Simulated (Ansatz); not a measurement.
Computed with Ansatz on PBE0-D4/def2-TZVP structures; ΔE is electronic, products minus reactants. CCSD(T)/CBS adds triple-zeta CCSD(T) − MP2 to the extrapolated MP2 energy (def2 sets, frozen cores). This one scheme is used for every species. DFT in def2-TZVPP. Each species was taken in one conformer, which may not be the lowest.

`[OH][Al]([OH])[O][SiH3]` + HCl → `[OH][Al]([Cl])[O][SiH3]` + H₂O  (ligand exchange at the Al–O bond)

`[OH][Al]([OH])[O][SiH3]`:

Cartesian coordinates in Å:
```
O -0.771 -1.895 1.277
Al -0.458 -0.248 1.106
O -0.786 0.799 2.388
O 0.175 0.309 -0.342
Si 0.760 0.370 -1.856
H -1.132 -2.261 2.083
H -0.629 1.740 2.345
H 2.103 -0.267 -1.918
H 0.885 1.789 -2.283
H -0.149 -0.334 -2.800
```

HCl:

Cartesian coordinates in Å:
```
Cl 0.183 0.301 0.534
H -0.183 -0.301 -0.534
```

`[OH][Al]([Cl])[O][SiH3]`:

Cartesian coordinates in Å:
```
O 2.381 0.689 -1.351
Al 1.161 -0.371 -0.891
Cl 1.265 -2.323 -1.590
O -0.104 0.103 0.092
Si -1.462 0.076 0.992
H 2.406 1.602 -1.071
H -1.452 1.230 1.929
H -2.655 0.177 0.112
H -1.541 -1.184 1.777
```

H₂O:

Z-matrix (Å, degrees):
```
O
H 1 0.960
H 1 0.960 2 105.1
```

Is it downhill or uphill in electronic energy at CCSD(T)/CBS, and by how much? (Estimate.)

Ansatz gave: Downhill: ΔE = -0.29 eV.

What do these levels give: PBE-D4, r2SCAN-D4, PBE, HF/def2-TZVPP, SCS-MP2/def2-TZVPP, MP2/CBS(def2)? (An estimate is asked.)

The calculation gave: PBE-D4 -0.28, r2SCAN-D4 -0.27, PBE -0.27, HF/def2-TZVPP -0.29, SCS-MP2/def2-TZVPP -0.23, MP2/CBS(def2) -0.31 eV.

Largest T1 diagnostic among the species: 0.012.
